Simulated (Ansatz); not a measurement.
A set of 12 reactions (ligand exchange), with CCSD(T)/CBS values in kJ/mol:

| reaction | ΔE |
| --- | --- |
| `N#C[Si](F)(Cl)Cl` + HI → `F[Si](Cl)(Cl)I` + `C#N` | -53.2 |
| `[CH3][Ga]([F])[F]` + CH₃OH → `C[O][Ga]([CH3])[F]` + H–F | 31.0 |
| `CB([SiH3])[SiH3]` + `[CH3][AlH][OH]` → `[CH3][AlH][O][SiH3]` + `CB[SiH3]` | -119.4 |
| `[F][Ge][O][SiH3]` + CH₃SH → `C[S][Ge][F]` + `O[SiH3]` | 13.8 |
| `C[SiH](S)CCl` + H₂S → `C[SiH](S)S` + `CCl` | -67.3 |
| `C[SiH](C)[AlH2]` + `C/C=C/N` → `C/C=C\[NH][AlH2]` + `C[SiH2]C` | -116.8 |
| `[OH][SnH2][AlH2]` + `O[SiH2]S` → `[AlH2][O][SiH2]S` + `[OH][SnH3]` | -121.8 |
| `[CH3][Sc]([F])[F]` + HCl → `[F][Sc]([F])[Cl]` + CH₄ | -236.3 |
| `CN([SiH2]O)[SiH2]Cl` + `CN[SiH2]O` → `CN([SiH2]O)[SiH2]O` + `CN[SiH2]Cl` | -3.7 |
| `[SiH3][SiH2]BCl` + H₂Se → `[SiH3][SiH2][SeH]` + `BCl` | -74.6 |
| `CC[TeH]` + PH₃ → `P[TeH]` + `CC` | -66.3 |
| `[Cl][AlH][SiH]1CO1` + H₂S → `S[SiH]1CO1` + `[AlH2][Cl]` | -58.0 |

Computed with Ansatz on PBE0-D4/def2-TZVP structures; ΔE is electronic, products minus reactants. CCSD(T)/CBS adds triple-zeta CCSD(T) − MP2 to the extrapolated MP2 energy (def2 sets, frozen cores). This one scheme is used for every species. Double bonds are as drawn, so ΔE can hold a change between cis and trans. DFT in def2-TZVPP. B3LYP here is the variant with VWN-RPA as its local correlation; programs differ in this. def2 core potentials past Kr. For Ga, Ge, I, Sc, Se, Sn, Te outer-core shells are correlated without core-valence functions, which leaves a few kJ/mol of doubt a bond. Scalar relativity is left out up to krypton. One conformer a species, not always the lowest.

(1) Give the mean, mean absolute and largest difference (level minus CCSD(T)/CBS, kJ/mol) for: PBE0-D4, B3LYP-D4, B2PLYP, PBE, B3LYP, HF/def2-TZVPP, MP2/def2-TZVPP, SCS-MP2/def2-TZVPP, CCSD(T)/def2-TZVPP, HF/def2-QZVPP, MP2/def2-QZVPP, SCS-MP2/def2-QZVPP, HF/CBS(def2), CCSD/CBS(def2). (An estimate is asked.)

The largest T1 diagnostic in the set is 0.016, for `[F][Sc]([F])[Cl]` (customary mark 0.02).

CCSD(T)/CBS is a level of theory with its own doubt, and the functionals carry their triple-zeta basis error, so these figures describe this set and don't rank the functionals.

Answers

(1) The calculation gave: 
| level | mean | mean absolute | largest |
| --- | --- | --- | --- |
| PBE0-D4 | 2.8 | 7.6 | 15.5 |
| B3LYP-D4 | -0.3 | 3.5 | -8.0 |
| B2PLYP | -1.5 | 4.9 | -10.9 |
| PBE | 5.8 | 11.2 | 23.0 |
| B3LYP | 0.2 | 5.4 | 15.4 |
| HF/def2-TZVPP | -5.8 | 14.0 | -36.3 |
| MP2/def2-TZVPP | -3.4 | 4.8 | -11.0 |
| SCS-MP2/def2-TZVPP | -2.3 | 6.7 | -12.8 |
| CCSD(T)/def2-TZVPP | 1.8 | 3.5 | 12.3 |
| HF/def2-QZVPP | -6.1 | 14.8 | -38.8 |
| MP2/def2-QZVPP | -4.5 | 4.7 | -11.1 |
| SCS-MP2/def2-QZVPP | -3.4 | 5.9 | -13.3 |
| HF/CBS(def2) | -6.2 | 15.0 | -39.1 |
| CCSD/CBS(def2) | -0.3 | 1.6 | -5.1 |
